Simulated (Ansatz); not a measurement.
A nudged elastic band was laid between two geometries of AlClFH₄OP (9 atoms, charge 0, multiplicity 1).

All numbers below come from RKS BLYP/def2-SVP in Ansatz.

```yaml
movable_images: 5
climbing_image: yes
spring: 5.0 eV/Å²
optimiser: quadratic models (default)
start_path: through a guess of the saddle point
force_threshold: 0.2 eV/Å
iteration_limit: 60
end_points: relaxed
```

Initial state:

```xyz
9
Properties=species:S:1:pos:R:3
Al -0.071 -0.230 0.020
F 0.274 -1.218 1.346
O 1.192 0.197 -1.073
H 2.086 -0.169 -0.968
Cl -2.049 -0.336 -0.780
P -0.452 1.990 1.253
H -0.819 3.106 0.441
H 0.570 2.615 2.031
H -1.516 2.052 2.203
```

Final state:

```xyz
9
Properties=species:S:1:pos:R:3
Al -0.122 0.508 -0.191
F -0.376 -0.145 1.754
O 1.498 0.045 -0.535
H 1.746 -0.741 -1.048
Cl -1.782 -0.387 -1.195
P -0.301 2.770 0.570
H -1.559 2.608 1.260
H 0.487 2.582 1.773
H -0.377 0.768 2.085
```

(1) What changes between the two ends?

(2) Give the energies along the band, and the barrier.

(3) What is the geometry of the highest image?

The band took 10 iterations and of the order of 6 core-minutes.

Answers

(1) Bonds broken: P6–H9. Bonds formed: F2–H9.

(2) The run converged. The highest image is number 4 of 0 to 6, 1.72 eV above the first end and 0.22 eV above the last; the last end lies 1.50 eV above the first. The threshold of 0.2 eV/Å is loose, so the images may lie well off the minimum-energy path. The order of the stationary point at the top wasn't checked. The orbitals stay closed-shell, which can raise the energy where a bond breaks towards radicals; this wasn't checked here.

```json
{"image": "0", "path coordinate (Å)": "0.00", "energy (eV)": "0.00", "P6–H9 (Å)": "1.43", "F2–H9 (Å)": "3.82"}
{"image": "1", "path coordinate (Å)": "0.92", "energy (eV)": "0.04", "P6–H9 (Å)": "1.42", "F2–H9 (Å)": "3.22"}
{"image": "2", "path coordinate (Å)": "1.83", "energy (eV)": "0.26", "P6–H9 (Å)": "1.42", "F2–H9 (Å)": "2.45"}
{"image": "3", "path coordinate (Å)": "2.75", "energy (eV)": "0.66", "P6–H9 (Å)": "1.47", "F2–H9 (Å)": "1.93"}
{"image": "4", "path coordinate (Å)": "3.66", "energy (eV)": "1.72", "P6–H9 (Å)": "1.97", "F2–H9 (Å)": "1.12"}
{"image": "5", "path coordinate (Å)": "4.30", "energy (eV)": "1.55", "P6–H9 (Å)": "2.34", "F2–H9 (Å)": "0.99"}
{"image": "6", "path coordinate (Å)": "4.94", "energy (eV)": "1.50", "P6–H9 (Å)": "2.51", "F2–H9 (Å)": "0.97"}
```

(3) 
```xyz
9
Properties=species:S:1:pos:R:3:forces:R:3
Al -0.134 0.341 -0.187 -0.11 0.08 -0.01
F -0.137 -0.213 1.644 0.00 0.07 -0.05
O 1.301 -0.093 -1.014 0.11 -0.11 0.16
H 2.020 -0.629 -0.637 -0.03 0.06 -0.08
Cl -2.008 -0.148 -1.064 0.06 0.03 0.00
P -0.199 2.631 0.781 0.03 -0.08 -0.14
H -1.597 2.689 1.071 -0.14 0.02 0.09
H 0.207 2.531 2.161 0.09 0.01 0.02
H -0.237 0.899 1.719 0.00 -0.08 0.01
```

Time of the run: 3.3 min on 2 threads of Intel(R) Xeon(R) Processor @ 2.50GHz (Skylake/Cascade Lake) (shared host), peak memory 0.16 GiB.
